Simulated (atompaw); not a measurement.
## Pseudopotential generation for indium: PAW (atompaw), LDA (PW92), scalar-relativistic.

```json
{
 "Element": "indium (In)",
 "Generator": "atompaw 4.2.0.5",
 "Type": "PAW",
 "Functional": "LDA (PW92)",
 "Relativity": "scalar-relativistic",
 "Frozen core": "[Kr]",
 "Valence charge": "13",
 "Reference configuration": "4d10 5s0 5p0 (charge +3)",
 "Partial waves": "5s (bound, empty): rc 2.05 bohr; 5s channel at 0.4 Ry: rc 2.05 bohr; 5p (bound, empty): rc 2.05 bohr; 5p channel at -1 Ry: rc 2.05 bohr; 4d (bound): rc 2.05 bohr; 4d channel at 1.7 Ry: rc 2.05 bohr",
 "Local potential": "troulliermartins scheme with l = 3 at 0 Ry, radius 1.40 bohr",
 "Core correction": "smooth core density matched at 1.80 bohr",
 "Augmentation charge": "besselshape compensation charge, radius 1.80 bohr; PAW radius 2.05 bohr; waves and projectors: custom rrkj gramschmidtortho"
}
```

* Cutoffs needed: 30 Ry and 45 Ry (the cutoffs (Ry, on a coarse ladder) from which the occupation-weighted sum of valence levels, in a spherical-Bessel basis at the reference potential, stays within 10 and 1 mRy of its value at 400 Ry)
* Ghost test: ghost states, extra bound levels that the all-electron valence spectrum of the same l lacks: s at -763.8 eV, p at -164.7 eV; a true bound ghost makes a file unfit for plane-wave use (spherical-Bessel basis up to 400 Ry, 20 bohr box)
* Lowest eigenvalue of the overlap operator: 0.16 (s channel)
* Overlap eigenvalues printed by atompaw (projector basis): 0.065, 1.04, 1.15, 1.81, 16.2, 1.54e+04
* Share of each valence orbital outside the PAW sphere: 5s 55 %, 5p 72 %, 4d 5 %
